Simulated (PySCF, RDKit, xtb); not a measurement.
Dimer: HCl (SMILES Cl) (first 2 atoms) with C2H4 (SMILES C=C); geometry from B3LYP-D3(BJ)/def2-TZVP, rigid monomers moved along the line of their centres of mass till H2···C3 is 2.76 Å.
(charge 0, multiplicity 1):
```xyz
8

Cl     0.3088    -0.4808     0.0035
H      0.1925    -0.2875     1.2773
C     -0.6265     0.4173     3.8146
C      0.5299    -0.2025     4.0156
H     -1.5669    -0.1204     3.8085
H     -0.6781     1.4871     3.6524
H      1.4700     0.3357     4.0255
H      0.5812    -1.2717     4.1818
```

Counterpoise-corrected where a basis set is named; no monomer relaxation. Rows marked so take none. RDKit's UFF carries no charges.

Rows in 3-21G, 6-31G* carry no dispersion term and start afresh at each structure (6-31G* with six Cartesian d functions).

The values were computed with PySCF for 3-21G rows, 6-31G* rows; RDKit for the force fields; xtb for the GFN methods. Each number belongs to the level named beside it.

### Question
One of these levels gives -3.80 kcal/mol for the interaction energy. Name it.
(A) GFN2-xTB
(B) UFF
(C) B3LYP/3-21G (no counterpoise)
(D) HF/6-31G* (no counterpoise)

### Answer
C, B3LYP/3-21G (no counterpoise). The others give -0.16 (UFF), -1.60 (GFN2-xTB), -2.48 (HF/6-31G* (no counterpoise))
